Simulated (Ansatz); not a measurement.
Harmonic frequencies (cm⁻¹) at PBE0-D4/def2-TZVP from Ansatz: 66, 88, 163, 221, 367, 623, 710, 748, 763, 864, 910, 1001, 1043, 1049, 1076, 1159, 1208, 1254, 1322, 1424, 1448, 1449, 2570, 2580, 2650, 3017, 3025, 3079, 3128, 3135.

Each molecule was computed in one conformer, which needn't be the lowest.

(1) Which molecule is it?
A. `BC(B)C`
B. `BCCB`
C. `CBBC`
D. `BCBC`

Results:

(1) D.
